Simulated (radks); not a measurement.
The numbers below are computed, except where a source is named.
Neutral lanthanum inside a hard spherical wall (all orbitals vanish at R), configuration held at [Xe] 5d1 6s2 and not refilled when levels cross. Code: a radial shooting solver on a logarithmic mesh with Libxc functionals. Model: scalar-relativistic Kohn-Sham, LDA (Slater exchange, VWN5 correlation), spin-polarised, spherical densities, finite nucleus; open shells are filled with parallel spins first (spin-orbit coupling, left out, can overturn this in heavy ions); Fermi nuclear charge, rms radius 4.855 fm. Eigenvalues in eV for spin up, with the zero of energy where the potential of the charges vanishes at infinity; a dash marks a level that is unbound or too diffuse for the functional's potential to be trusted. A positive occupied level is held by the wall or, in an anion where self-interaction has pushed it up, behind a barrier. The pressure on the wall is -dE/dV.

R (bohr)  E (hartree)  kinetic (hartree)    e(5s)    e(5p)   e(6s)   e(5d)  e(6p, empty)  e(7s, empty)  pressure (GPa)
free       -8486.5269           8973.733  -39.181  -22.634  -3.942  -3.397        -1.477        -0.097               0
20         -8486.5269           8973.733  -39.181  -22.634  -3.942  -3.396        -1.476         0.021        < 0.0001
12         -8486.5264           8973.738  -39.139  -22.592  -3.910  -3.360        -1.382         1.188         0.00833
10         -8486.5233           8973.765  -38.976  -22.432  -3.777  -3.221        -1.110         2.719          0.0827
8          -8486.5025           8973.893  -38.343  -21.819  -3.187  -2.682        -0.092         6.770           0.838
7          -8486.4646           8974.083  -37.600  -21.108  -2.351  -2.024         1.231        11.173            2.79
5          -8486.0919           8975.591  -34.014  -17.735   3.779   1.699        10.029        35.282            42.4
3.5        -8483.9659           8983.607  -24.654   -8.355  29.654  14.296        42.413        107.36             670
3          -8481.2286           8993.263  -16.455    0.742  56.743  26.785        73.665        170.14            2120
2.5        -8474.4724           9015.243    0.166   20.079  113.07  52.772        135.98        288.84            7920
1.5        -8387.8639           9263.864   184.86   228.14  603.87  294.02        647.38        1180.0          267000
